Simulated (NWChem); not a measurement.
# TiHOCl3; SMILES [Cl][Ti]([Cl])([Cl])[OH]

```xyz
6

Ti     0.0000    -0.0145    -0.2404
Cl     1.7681     1.0282     0.4773
Cl    -1.7675     1.0301     0.4766
Cl    -0.0012    -2.0794     0.4462
O      0.0006     0.0178    -1.9667
H      0.0060     0.5341    -2.7794
```
Atoms are numbered in this order, from 1.

Program: NWChem. Geometry: optimised at PBE0/def2-SVP. Level PBE/def2-SVPD: single points from the atomic guess with DIIS by default; each run changes one setting, and all converged runs end within 0.3 mHa of each other. NWChem's automatic level shift, which a small gap switches on, acted in some of these runs.

| setting | SCF iterations |
|---|---|
| defaults | 45 |
| core-Hamiltonian guess | 17 |
| DIIS on 3 Fock matrices | 43 |
| no level shifting | 13 |
| DIIS on 20 Fock matrices | 58 |
| level shift of 0.5 Ha throughout | 45 |
